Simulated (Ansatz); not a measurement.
Wavefunction ladder for GeO (`[O+]#[Ge-]`)

```xyz
2

O    -0.070   -0.138    0.796
Ge    0.070    0.138   -0.796
```

Total charge 0; spin multiplicity 1. Correlated methods include outer-core shells of Ge, which these sets cover unevenly. Scalar relativity is left out up to krypton. The geometry is a stationary point of PBE0-D4/def2-TZVP. Frozen core, restricted reference, Ansatz.

```
     basis      HF (Eh)  MP2 corr.
  def2-SVP  -2149.88725   -0.41404
def2-TZVPP  -2150.25219   -0.47671
def2-QZVPP  -2150.29862   -0.75977
```

(1) Estimate the CCSD correlation energy and the (T) correction in each basis where they were run (hartree).

## Answers

(1) 
```csv
basis,CCSD corr.,(T)
def2-SVP,-0.40196,-0.01772
def2-TZVPP,-0.46276,-0.02445
def2-QZVPP,-0.72183,-0.03001
```
